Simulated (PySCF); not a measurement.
## Peak assignment

Atoms are numbered as in `[CH:1]#[C:2][Si@@:3]1([F:4])[CH:5]=[C:6]([O:7][SiH3:8])[SiH2:9]1`. Hydrogens are named by the atom that carries them. Ha(Si9) is pro-R; Hb(Si9) is pro-S.

Gas phase, non-relativistic, equivalent nuclei averaged, one computed conformer. GFN2-xTB geometry; σ from GIAO-PBE0/pcSseg-1; PySCF 2.14.0 with density-fitted response routines.

Scale: $^{13}$C (186.93 ppm) and $^{1}$H (31.72 ppm) against TMS (reference shieldings calculated alike).

Task: Assign these signals to the numbered atoms. $^{13}$C{$^{1}$H} NMR (computed): δ 189.2, 142.6, 104.9, 87.5.

Result: 
| δ (ppm) | atoms | environment | reason |
| --- | --- | --- | --- |
| 189.2 | C6 | alkene carbon bearing oxygen | an sp2 carbon further deshielded by the attached heteroatom |
| 142.6 | C5 | β carbon of an enol-ether or enamine type C=C | – |
| 104.9 | C1 | terminal alkyne carbon | the triple bond shields along its axis, which puts it between sp3 and sp2 carbons |
| 87.5 | C2 | alkyne carbon | the triple bond shields along its axis, which puts it between sp3 and sp2 carbons |

Task: Assign these signals to the numbered atoms. $^{1}$H NMR (500 MHz, computed): δ 6.02 (m, 1H), 4.98 (s, 3H), 4.89 (m, 1H), 4.84 (m, 1H), 2.25 (s, 1H).

Result: 
| δ (ppm) | atoms | environment | reason |
| --- | --- | --- | --- |
| 6.02 | H(C5) | hydrogen on a β carbon of an enol-ether or enamine type C=C | a vinylic proton, deshielded by the sp2 carbon and the C=C anisotropy |
| 4.98 | H(Si8) | hydrogen on a silicon bonded to O | – |
| 4.89 | Hb(Si9) | hydrogen on a silicon bonded to C, Si, in a 4-membered ring | – |
| 4.84 | Ha(Si9) | hydrogen on a silicon bonded to C, Si, in a 4-membered ring | – |
| 2.25 | H(C1) | hydrogen on a terminal alkyne carbon | it lies on the axis of the triple bond, in its shielding cone |

H(Si8) and Hb(Si9); Hb(Si9) and Ha(Si9) lie closer than the usual error of such a calculation, so a measured spectrum could show them in the other order.

Splittings by $^{19}$F in the carbon and heteronuclear signals aren't shown, as no couplings were computed. Shifts are as computed. Against solution values, carbons near 30 ppm lie about +3 ppm off and those near 130 ppm about +5 ppm. Of 1309 compounds with measured shifts, 239 miss one by over three times the rms of a fit or turn the order of signals round; such compounds aren't used in these exercises. No couplings were computed; multiplicities are counted from neighbouring protons, with m where these are inequivalent, close in shift, in a saturated or five-membered ring or joined by F or P, and br s for small geminal =CH2 splittings.
